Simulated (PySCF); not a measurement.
Compound: C₅H₅FS.
Numbering: `[CH2:1]=[CH:2]/[C:3]([F:4])=[CH:5]/[CH:6]=[S:7]` (hydrogens: H8, H9 on C1; H10 on C2; H11 on C5; H12 on C6)

A GFN2-xTB structure was refined with BHandHLYP/cc-pVDZ geometry optimisation, gas phase in PySCF 2.14.0. Its GFN2-xTB values:

```tsv
coordinate	GFN2-xTB
C1=C2	1.334 Å
C1–H8	1.075 Å
C1–H9	1.077 Å
C2–C3	1.439 Å
C2–H10	1.080 Å
C3–F4	1.345 Å
C3=C5	1.356 Å
C5–C6	1.415 Å
C5–H11	1.080 Å
C6=S7	1.635 Å
C6–H12	1.085 Å
C1–C2–C3	123.6°
C2–C3–F4	115.6°
C2–C3–C5	125.4°
C3–C5–C6	124.1°
F4–C3–C5	118.9°
C5–C6–S7	123.0°
```

Problem. How do these coordinates change at the BHandHLYP/cc-pVDZ level?

Solution. 
```
coordinate  BHandHLYP/cc-pVDZ (Å or °)  change
     C5–C6                       1.435  +0.020
     C3–F4                       1.333  -0.012
     C3=C5                       1.344  -0.012
     C1–H8                       1.083  +0.008
     C1–H9                       1.084  +0.007
     C2–C3                       1.446  +0.007
     C6=S7                       1.629  -0.006
    C6–H12                       1.090  +0.005
    C2–H10                       1.084  +0.004
     C1=C2                       1.331  -0.003
    C5–H11                       1.083  +0.003
  C5–C6–S7                       124.8    +1.8
  C2–C3–F4                       114.7    -0.9
  C3–C5–C6                       123.4    -0.7
  F4–C3–C5                       119.5    +0.6
  C2–C3–C5                       125.8    +0.4
  C1–C2–C3                       123.4    -0.2
```

The energy falls by 0.60 kcal/mol over 8 energy and gradient evaluations, the largest force component goes from 0.0225 to 2.2e-04 Eh/bohr, and the atoms move by 0.030 Å rms after alignment. The bond that changes most is C5–C6 (alkene CH carbon to thiocarbonyl carbon), which lengthens by 0.020 Å. Bonds longer at the end by more than 0.005 Å: 4 of 11; shorter: 3. Rotational constants go from 8718, 874.8, 795.0 to 9000, 869.8, 793.2 MHz.

The run used 127 basis functions and 63 SCF cycles in all.

Stationary, but not proved a minimum. One conformer, not necessarily the lowest.

Conformer computed: `[CH2:1]=[CH:2]/[C:3]([F:4])=[CH:5]/[CH:6]=[S:7]`: C1–C2–C3–F4 0°, C3–C5–C6–S7 180°.
